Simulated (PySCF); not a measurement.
GeCl₄ + O₂ → GeO₂ + 2 Cl₂

Level: B3LYP in the def2-TZVP basis family, all electrons, no relativity, computed in PySCF with density fitting; open shells unrestricted.

```tsv
species	state and structure	ZPE (kJ/mol)	H(298 K) − H(0) (kJ/mol)	S° (J/(mol K))
GeCl₄	singlet, Td, Ge–Cl 2.138 Å (×4)	14.7	21.4	350.6
O₂	triplet, D∞h, O–O 1.204 Å	9.8	8.7	205.0
GeO₂	singlet, D∞h, Ge–O 1.624 Å (×2)	14.2	11.8	245.6
Cl₂	singlet, D∞h, Cl–Cl 2.014 Å	3.2	9.2	223.0
```

Is the gas-phase reaction uphill or downhill in electronic energy at this level, and by how much?

At B3LYP/def2-TZVP, ΔE = 423.8 kJ/mol, uphill. 

Add zero-point, thermal and entropy terms for 298.15 K and 1 bar.

ΔZPE = -3.9 and Δ[H(298) − H(0)] = 0.1 kJ/mol give ΔH° = 420.0 kJ/mol. ΔS° = 136.0 J/(mol K), so ΔG° = 420.0 − 298.15 × (0.1360) = 379 kJ/mol.

The structures come from searches over a few start shapes, so lower isomers are not excluded.
